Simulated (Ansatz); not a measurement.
Start from `N/C=C/[SiH2]S` and change one atom or group to get `C=C[SiH2]S`.

Ansatz, PBE0-D4/def2-TZVP geometries, multiplicity 1. Each molecule was computed in one conformer, which needn't be the lowest.

| property | `N/C=C/[SiH2]S` |
| --- | --- |
| zero-point energy (PBE0-D4/def2-TZVP) / kJ/mol | 228.1 |
| HOMO–LUMO gap (PBE0/def2-TZVPP) / eV | 6.49 |
| HOMO energy (B3LYP/def2-TZVPP) / eV | -6.18 |
| LUMO energy (B3LYP/def2-TZVPP) / eV | -0.13 |
| HOMO energy (ωB97M-V/def2-TZVPP) / eV | -8.55 |
| ideal-gas entropy at 298 K and 1 bar (rigid rotor, harmonic PBE0-D4/def2-TZVP) / J/(mol·K) | 361 |

Problem. Give the same properties after the change, and the shifts. (An estimate is asked.)

Solution. Computed: 
```json
{"property": "zero-point energy (PBE0-D4/def2-TZVP) / kJ/mol", "`C=C[SiH2]S`": "181.8", "shift": "-46.3"}
{"property": "HOMO–LUMO gap (PBE0/def2-TZVPP) / eV", "`C=C[SiH2]S`": "6.58", "shift": "0.09"}
{"property": "HOMO energy (B3LYP/def2-TZVPP) / eV", "`C=C[SiH2]S`": "-7.13", "shift": "-0.95"}
{"property": "LUMO energy (B3LYP/def2-TZVPP) / eV", "`C=C[SiH2]S`": "-0.99", "shift": "-0.86"}
{"property": "HOMO energy (ωB97M-V/def2-TZVPP) / eV", "`C=C[SiH2]S`": "-9.56", "shift": "-1.01"}
{"property": "ideal-gas entropy at 298 K and 1 bar (rigid rotor, harmonic PBE0-D4/def2-TZVP) / J/(mol·K)", "`C=C[SiH2]S`": "330", "shift": "-31"}
```

With PBE0 the HOMO falls by 0.97 eV and the LUMO falls by 0.88 eV, so the gap widens by about 0.09 eV. PBE moves the HOMO by -0.86 eV and ωB97M-V by -1.01 eV. The zero-point energy changes by -46.3 kJ/mol with -6 modes.

Positive LUMOs are unbound, so they and the gaps depend on the basis.

B3LYP here is the variant with VWN-RPA as its local correlation; programs differ in this.
